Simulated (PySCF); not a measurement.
Species: C₇H₁₂BN.
SMILES: `C#CB(N)C1CCCC1`

The closed-shell ground state was solved at several levels (PySCF, density fitting, gas phase, non-relativistic). The structure is a single PBE0-D3(BJ)/def2-SVP conformer in the gas phase; no vibrational or solvent corrections.

```tsv
level	basis functions	total energy (Eh)	HOMO (eV)	LUMO (eV)	gap (eV)	dipole (D)
PBE0/pcSseg-1	213	-353.0956	-7.70	-0.40	7.30	1.55
PBE0/def2-SVPD	276	-352.9085	-7.75	-0.50	7.25	1.43
```

(1) Estimate the row for CAM-B3LYP/pcSseg-1, a basis of 213 functions; the other rows only guide the guess.

(2) Over all these levels, which gives the widest orbital gap and which the narrowest?

(3) How far do the dipole and the HOMO energy spread over the levels?

Results:

(1) Total energy -353.3303 Eh, HOMO -9.04 eV, LUMO 0.77 eV, gap 9.81 eV, dipole 1.56 D.

(2) CAM-B3LYP/pcSseg-1 (range-separated hybrid) has the widest, 9.81 eV, and PBE0/def2-SVPD (global hybrid, 25 % exact exchange) the narrowest, 7.25 eV. Functional and basis both differ between the two, so the spread mixes both effects.

(3) The dipole runs from 1.43 to 1.56 D (mean 1.51 D) and the HOMO from -9.04 to -7.70 eV.
